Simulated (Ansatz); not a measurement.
Steps of a relaxation of BrH₅SSi₂ (`[SiH3][SiH](S)Br`) with RKS PBE-D4/def2-SVP.

```sh
$ ansatz run in.yaml --threads 4 --pin off --events-out ev --progress --plain --max-ram 10444MiB
```

```yaml
crystal:
  periodic: [false, false, false]
  atoms:
    - {symbol: Si, position_ang: [-0.505300, 1.193500, -0.805600]}
    - {symbol: Si, position_ang: [0.335800, -0.685800, 0.077000]}
    - {symbol: S, position_ang: [0.714500, -0.478300, 2.163800]}
    - {symbol: Br, position_ang: [-0.977500, -2.381700, -0.169700]}
    - {symbol: H, position_ang: [-0.815900, 1.061400, -2.290800]}
    - {symbol: H, position_ang: [-1.839500, 1.617600, -0.161400]}
    - {symbol: H, position_ang: [0.410100, 2.388000, -0.661800]}
    - {symbol: H, position_ang: [1.659400, -1.022500, -0.594000]}
    - {symbol: H, position_ang: [1.106800, -1.738500, 2.425400]}
basis:
  gaussian: {orbitals: def2-SVP}
hamiltonian: {xc: pbe, dispersion: d4}
relax: {f_tol: 0.03, max_steps: 200}
```

Positions (Å) and forces (eV/Å) along the path, 7 of 7 steps:

```xyz
9
step=1 energy=-96679.8167 eV
Si   -0.505    1.194   -0.806   -1.308    1.782   -0.573
Si    0.336   -0.686    0.077    1.890   -0.468    0.373
S     0.715   -0.478    2.164   -0.134    1.005    0.652
Br   -0.978   -2.382   -0.170   -1.064   -1.202   -0.447
H    -0.816    1.061   -2.291    0.185   -0.198    0.271
H    -1.839    1.618   -0.161    0.476   -0.293   -0.102
H     0.410    2.388   -0.662    0.097   -0.186    0.052
H     1.659   -1.022   -0.594   -0.280    0.017   -0.052
H     1.107   -1.738    2.425    0.138   -0.456   -0.174
9
step=2 energy=-96679.9932 eV
Si   -0.531    1.228   -0.763   -0.209    0.123   -0.384
Si    0.362   -0.731    0.111    0.099    0.431   -0.071
S     0.682   -0.309    2.216    0.067   -0.684   -0.446
Br   -1.046   -2.438   -0.300   -0.023   -0.039    0.100
H    -0.745    0.967   -2.244   -0.034    0.151    0.204
H    -1.844    1.569   -0.090    0.184   -0.025   -0.093
H     0.465    2.353   -0.594   -0.106   -0.053    0.008
H     1.634   -1.076   -0.633   -0.061   -0.072    0.243
H     1.111   -1.611    2.279    0.083    0.169    0.437
9
step=3 energy=-96680.0767 eV
Si   -0.547    1.249   -0.804   -0.083    0.099   -0.092
Si    0.360   -0.719    0.090    0.188    0.017    0.064
S     0.701   -0.386    2.203    0.032   -0.341   -0.098
Br   -1.051   -2.435   -0.293   -0.051   -0.011    0.001
H    -0.778    1.030   -2.282    0.007    0.020    0.130
H    -1.851    1.591   -0.125    0.104   -0.045   -0.043
H     0.438    2.378   -0.619   -0.053   -0.034   -0.003
H     1.645   -1.093   -0.610   -0.079   -0.013    0.073
H     1.171   -1.662    2.422   -0.065    0.308   -0.034
9
step=4 energy=-96680.0826 eV
Si   -0.546    1.252   -0.806   -0.008    0.033   -0.038
Si    0.363   -0.721    0.087    0.101    0.003    0.029
S     0.696   -0.391    2.196    0.007   -0.189   -0.016
Br   -1.061   -2.429   -0.297   -0.034    0.006   -0.007
H    -0.778    1.035   -2.279   -0.002    0.008    0.049
H    -1.848    1.584   -0.127    0.037   -0.029   -0.006
H     0.430    2.383   -0.617   -0.026   -0.009    0.000
H     1.648   -1.107   -0.598   -0.040   -0.017    0.027
H     1.185   -1.653    2.424   -0.034    0.195   -0.038
9
step=5 energy=-96680.0914 eV
Si   -0.536    1.248   -0.809    0.044   -0.021   -0.010
Si    0.350   -0.729    0.096    0.046   -0.034   -0.056
S     0.612   -0.420    2.212    0.018   -0.006   -0.013
Br   -1.126   -2.380   -0.361   -0.005   -0.008   -0.012
H    -0.773    1.032   -2.277   -0.011    0.009   -0.002
H    -1.836    1.551   -0.120   -0.017    0.003    0.010
H     0.424    2.389   -0.613   -0.002    0.017    0.000
H     1.654   -1.165   -0.525   -0.080    0.037    0.043
H     1.319   -1.574    2.380    0.007    0.004    0.041
9
step=6 energy=-96680.0921 eV
Si   -0.528    1.242   -0.808    0.010   -0.013    0.015
Si    0.353   -0.748    0.077   -0.010    0.071    0.030
S     0.606   -0.402    2.191    0.001   -0.011   -0.015
Br   -1.136   -2.384   -0.384    0.004   -0.023   -0.004
H    -0.784    1.049   -2.276   -0.008    0.006   -0.008
H    -1.820    1.528   -0.095   -0.005    0.012   -0.008
H     0.429    2.387   -0.605   -0.005   -0.007   -0.004
H     1.654   -1.175   -0.540    0.011   -0.030    0.005
H     1.315   -1.544    2.422    0.001   -0.005   -0.011
9
step=7 energy=-96680.0928 eV
Si   -0.530    1.244   -0.809   -0.001    0.002   -0.003
Si    0.349   -0.741    0.084   -0.004   -0.003    0.002
S     0.604   -0.411    2.199    0.001   -0.004    0.003
Br   -1.129   -2.387   -0.384    0.002    0.000    0.001
H    -0.788    1.047   -2.277    0.000   -0.001    0.001
H    -1.823    1.540   -0.102   -0.002    0.005    0.001
H     0.429    2.387   -0.612    0.000    0.000    0.000
H     1.652   -1.176   -0.525    0.006   -0.002   -0.004
H     1.323   -1.551    2.407   -0.002    0.004   -0.001
```

Run time 11 s (4 threads of an Arm Neoverse V1 on a shared host); peak host memory 0.17 GiB.
